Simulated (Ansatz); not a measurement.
Cost and result for the atomization energy of `C=C([SeH])[SiH2]F` (10 atoms, 9 bonds).

Z-matrix (Å, degrees):
```
Si
F 1 1.600
C 1 1.851 2 109.1
H 1 1.481 2 108.3 3 -120.8
H 1 1.484 2 108.5 3 119.4
Se 3 1.911 1 114.6 2 175.5
C 3 1.330 1 124.3 2 -10.8
H 6 1.471 3 95.1 1 -37.4
H 7 1.086 3 122.9 1 -178.1
H 7 1.086 3 120.2 1 1.8
```

Charge 0, multiplicity 1. Correlated methods include outer-core shells of Se, which these sets cover unevenly. Scalar relativity is left out up to krypton. The structure was optimised at the PBE0-D4/def2-TZVP level. It is one conformer, not always the lowest. Program: Ansatz. All runs use 4 threads of an Arm Neoverse V1 on a shared host. Times are those of one run each, without the atoms' runs, and a repeat can differ threefold. Electronic energies, without spin–orbit coupling; frozen cores. CCSD(T)/CBS adds CCSD(T) − MP2 in def2-TZVPP to the MP2 limit, and its time is that of the two runs behind it. T1 = 0.011. With those shells the extrapolation isn't a true limit. B3LYP takes the VWN-RPA correlation (the form of Gaussian; ORCA's B3LYP/G).

CCSD(T)/CBS is a level of theory with its own doubt, some kJ/mol a heavy atom from the limit and from the frozen cores, so smaller differences don't rank the functionals.

```tsv
level	functions	wall time	atomization (kcal/mol)	difference from CCSD(T)/CBS	per bond
PBE-D4/def2-TZVPP (with forces)	253	3.2 s	889.8	12.3	1.4
PBE0-D4/def2-TZVPP	253	3.9 s	873.5	-4.0	-0.4
r2SCAN-D4/def2-TZVPP (with forces)	253	6.5 s	877.4	-0.1	0.0
B3LYP-D4/def2-TZVPP (with forces)	253	6.5 s	873.1	-4.4	-0.5
B2PLYP/def2-TZVPP	253	7.5 s	864.4	-13.1	-1.4
ωB97X-V/def2-TZVPP	253	10 s	876.2	-1.3	-0.1
ωB97M-V/def2-TZVPP (with forces)	253	15 s	874.0	-3.5	-0.4
MP2/def2-QZVPP	480	32 s	883.5	6.0	0.7
CCSD(T)/def2-TZVPP	253	4.3 min	853.5	-24.0	-2.7
CCSD(T)/CBS(def2)	–	4.9 min	877.5	0.0	0.0
```

From PBE to PBE0 (25 % exact exchange), in def2-TZVPP and without D4, the atomization energy moves by −15.4 kcal/mol: exact exchange takes away binding that semilocal exchange gives to molecules. The D4 term adds +9.9 kcal/mol with B3LYP and +5.1 kcal/mol with PBE0; it sums over pairs of atoms, weighted by their polarisabilities, and B3LYP, whose exchange is more repulsive, gets the larger term. In def2-TZVPP, CCSD(T) changes the Hartree–Fock value by +215.5 kcal/mol (the triples alone add +14.5 kcal/mol) and MP2 by +231.3 kcal/mol; breaking electron pairs costs correlation energy, which Hartree–Fock lacks.
